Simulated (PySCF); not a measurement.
C4H5, SMILES C=C[C]=C (connectivity only; charge and spin as stated), charge +1, multiplicity 1.

Coordinates come from a B3LYP-D3(BJ)/def2-SVP optimisation. The multiplicity is an assumed one; other spin states were not compared. The isomer is the one that the SMILES or the coordinates give; other isomers of the formula were not compared. The values are those of a single conformer.

All values below come from SMD-B3LYP/def2-SVP (PySCF).

Solvation free energies are E(SMD) − E(gas) at the gas-phase geometry, for 1 M in both phases.

Q: Rank water, chloroform, methanol by solvation free energy, most negative first.

A: methanol (-61.1 kcal/mol), water (-59.5 kcal/mol), chloroform (-51.6 kcal/mol)
